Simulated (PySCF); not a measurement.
C₃H₅FOSi. Atoms are numbered in the order given.

```xyz
11

F      2.0322    -0.9669    -0.7283
Si     1.4758     0.3572     0.0475
C     -0.3475     0.1817     0.1339
C     -1.2344    -0.7559    -0.2775
O     -2.4039    -0.1853     0.1401
C     -1.5784     0.9191     0.6459
H      1.8969     1.5582    -0.7262
H      2.1104     0.4029     1.3942
H     -1.2275    -1.7207    -0.7912
H     -1.8463     1.8602     0.1416
H     -1.6905     1.0132     1.7369
```
Charge 0, spin multiplicity 1.

Geometry optimised at B3LYP-D3(BJ)/def2-SVP. This is a generated structure with no PubChem entry under its InChIKey; it may be hypothetical. The values are those of a single conformer.

These are PBE/def2-TZVP (PySCF) values and carry that method's errors.

ESP charges are fitted to the potential on shells at 1.4 to 2.0 van der Waals radii. Atomic charges (e):

| atom | ESP fit | Löwdin | Mulliken |
|---|---|---|---|
| F1 | -0.24 | 0.00 | -0.30 |
| Si2 | 0.41 | 0.19 | 0.43 |
| C3 | -0.28 | -0.30 | -0.18 |
| C4 | 0.09 | -0.22 | 0.01 |
| O5 | -0.27 | 0.23 | -0.22 |
| C6 | 0.03 | -0.22 | -0.03 |
| H7 | -0.07 | -0.04 | -0.05 |
| H8 | -0.07 | -0.04 | -0.05 |
| H9 | 0.15 | 0.13 | 0.14 |
| H10 | 0.12 | 0.13 | 0.12 |
| H11 | 0.12 | 0.13 | 0.12 |

Computed Mayer and Wiberg (Löwdin basis) orders of the bonds:
```tsv
bond	Mayer	Wiberg
F1–Si2	1.11	1.70
Si2–C3	1.05	1.17
C3–C4	1.67	1.83
C4–O5	1.13	1.60
C3–C6	1.00	1.17
O5–C6	0.98	1.29
Si2–H7	0.91	0.93
Si2–H8	0.91	0.93
C4–H9	0.94	0.88
C6–H10	0.93	0.88
C6–H11	0.93	0.88
```
